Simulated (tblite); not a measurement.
Compound: C₅H₁₁Si₂ (doublet state).
SMILES with atom numbers: `[H]/[C:1]=[C:2]([CH3:3])\[C:4]([SiH3:5])=[CH:6]/[SiH3:7]` (hydrogens: H8 on C1; H9, H10, H11 on C3; H12, H13, H14 on Si5; H15 on C6; H16, H17, H18 on Si7)

Structure used (GFN2-xTB), in Å, numbered top down from 1:
```
atom  x, y, z in Å
C1    -1.3152    1.4265    0.5873
C2    -0.8902    0.5445   -0.2625
C3    -1.2766    0.4828   -1.7118
C4     0.0297   -0.5394    0.2028
Si5   -0.6192   -2.3082    0.0044
C6     1.2182   -0.2621    0.7416
Si7    1.9938    1.4373    0.9722
H8    -1.1912    1.6151    1.6289
H9    -1.8251   -0.4363   -1.9163
H10   -0.3818    0.4885   -2.3332
H11   -1.8989    1.3342   -1.9737
H12   -2.0597   -2.3209    0.2655
H13   -0.3558   -2.7627   -1.3652
H14    0.0813   -3.1774    0.9506
H15    1.8211   -1.1024    1.0700
H16    1.5575    2.3703   -0.0642
H17    1.6553    1.9561    2.3011
H18    3.4482    1.2604    0.8909
```

Computed values, GFN2-xTB/tblite, gas phase, harmonic and unscaled. The method is semi-empirical: single wavenumbers can be off by several per cent or more. Modes of hydrogen on silicon can be 10 to 20 % off. One conformer, not necessarily the lowest. Open shells enter through the occupations alone, without spin polarisation, and single modes of such species can be off by tens of per cent.

Harmonic wavenumbers (cm⁻¹): 40.2, 88.5, 95.7, 122.1, 143.9, 149.1, 180.5, 206.1, 303.6, 350.9, 424.7, 466.3, 514.2, 536.1, 550.8, 587.0, 665.0, 677.8, 733.7, 765.5, 780.7, 782.5, 788.0, 791.3, 797.1, 805.8, 810.2, 936.0, 1012.4, 1037.0, 1135.3, 1259.3, 1386.8, 1472.4, 1477.4, 1602.1, 1711.5, 2227.8, 2233.5, 2236.5, 2260.6, 2262.2, 2281.4, 2999.4, 3001.2, 3012.8, 3048.0, 3181.7.

A = 2277, B = 1202, C = 905.8 MHz; mass 127.040 u (most abundant isotopes); point group C1, symmetry number 1; spin multiplicity 2.

Question: What is the zero-point energy?

Answer: ½Σν̃ = 27466 cm⁻¹ = 328.57 kJ/mol.

Question: Entropy at 500 K, 1 bar (ideal gas, RRHO, classical rotation)?

Answer: Translation 180.02, rotation 128.83, vibration 241.08, spin (R ln 2) 5.76: S = 555.7 J/(mol K).

Question: And Cp and H(500 K) − H(0)?

Answer: Cp = 251.98 J/(mol K), of which vibrations give 218.72 (their classical limit is 48 R = 399.1); H(500 K) − H(0) = 77.31 kJ/mol without the zero-point energy, 60.68 from vibrations.

Question: Which modes carry the vibrational entropy at 500 K?

Answer: 40.2 cm⁻¹: 26.25; 88.5 cm⁻¹: 19.71; 95.7 cm⁻¹: 19.06; 122.1 cm⁻¹: 17.05; 143.9 cm⁻¹: 15.70; 149.1 cm⁻¹: 15.41 J/(mol K); the other 42 give 127.88 together.

Question: How do the functions run with temperature in this model?

Answer: 
```json
{"T (K)": "50", "S (J/(mol K))": "253.1", "Cp (J/(mol K))": "60.2", "H − H(0) (kJ/mol)": "2.17", "G − H(0) (kJ/mol)": "-10.49", "ln q(vib)": "0.59"}
{"T (K)": "100", "S (J/(mol K))": "304.2", "Cp (J/(mol K))": "88.5", "H − H(0) (kJ/mol)": "5.94", "G − H(0) (kJ/mol)": "-24.48", "ln q(vib)": "2.05"}
{"T (K)": "298.15", "S (J/(mol K))": "443.4", "Cp (J/(mol K))": "182.8", "H − H(0) (kJ/mol)": "32.88", "G − H(0) (kJ/mol)": "-99.33", "ln q(vib)": "8.30"}
{"T (K)": "373.15", "S (J/(mol K))": "487.7", "Cp (J/(mol K))": "212.4", "H − H(0) (kJ/mol)": "47.73", "G − H(0) (kJ/mol)": "-134.27", "ln q(vib)": "10.61"}
{"T (K)": "750", "S (J/(mol K))": "668.9", "Cp (J/(mol K))": "305.8", "H − H(0) (kJ/mol)": "147.54", "G − H(0) (kJ/mol)": "-354.11", "ln q(vib)": "21.32"}
{"T (K)": "1000", "S (J/(mol K))": "762.0", "Cp (J/(mol K))": "341.1", "H − H(0) (kJ/mol)": "228.69", "G − H(0) (kJ/mol)": "-533.31", "ln q(vib)": "27.53"}
```

q(vib) and H(0) count from the zero-point level.

Question: Blend soft modes into free rotors: weight 1/[1 + (100 cm⁻¹/ν̃)⁴] for the oscillator and the rest for a rotor with moment μB/(μ + B), μ = h/(8π²ν), B = 10⁻⁴⁴ kg m². What vibrational entropy results?

Answer: 224.62 J/(mol K) in place of 241.08, which changes −T·S at 500 K by +8.23 kJ/mol.

Hindered rotation and anharmonicity are outside this model. Other conformers, if any are populated, would add a mixing term that is left out. The structure is chiral; the term R ln 2 for an equal mix with its mirror image is left out.
